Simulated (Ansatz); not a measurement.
Consider the formal exchange of groups at a C–C bond: `CC(N)F` + `[SH][GeH3]` → `[CH3][GeH2][SH]` + `NCF`.

Computed with Ansatz on PBE0-D4/def2-TZVP structures; ΔE is electronic, products minus reactants. CCSD(T)/CBS adds triple-zeta CCSD(T) − MP2 to the extrapolated MP2 energy (def2 sets, frozen cores). Functionals use def2-TZVPP. For Ge outer-core shells are correlated without core-valence functions, which leaves a few kJ/mol of doubt a bond. Scalar relativity is left out up to krypton. One conformer a species, not always the lowest.

```
             level  ΔE (kJ/mol)  difference from CCSD(T)/CBS
       LDA (SPW92)         -5.8                         11.3
         revPBE-D4        -15.7                          1.4
      CAM-B3LYP-D4        -12.4                          4.7
           ωB97M-V        -13.7                          3.4
              PBE0        -14.9                          2.2
         CAM-B3LYP        -11.6                          5.5
  CCSD(T)/def2-SVP          0.2                         17.3
CCSD(T)/def2-TZVPP        -17.2                         -0.1
     HF/def2-QZVPP        -11.5                          5.6
      HF/CBS(def2)        -11.4                          5.7
       CCSD(T)/CBS        -17.1                            0
```

Problem. What do rigid-rotor, harmonic-oscillator terms from PBE0-D4/def2-TZVP frequencies (298.15 K, 1 bar) make of the CCSD(T)/CBS value? (An estimate is asked.)

Solution. Computed: ΔZPE = +3.9 kJ/mol, ΔH = -11.8 kJ/mol, ΔS = 12 J/(mol·K), ΔG = -15.4 kJ/mol.

Largest T1 diagnostic among the species: 0.011.

In def2-TZVPP, CCSD(T) changes the Hartree–Fock value by −5.0 kJ/mol (the triples alone add −0.3 kJ/mol) and MP2 by −9.1 kJ/mol. Leaving LDA and LC-ωPBE aside and taking each functional with its dispersion term where it has one, the values, not all of them listed here, spread over 8.5 kJ/mol, from BLYP-D4 to B97M-V. LDA lies +9.6 kJ/mol from PBE without D4.
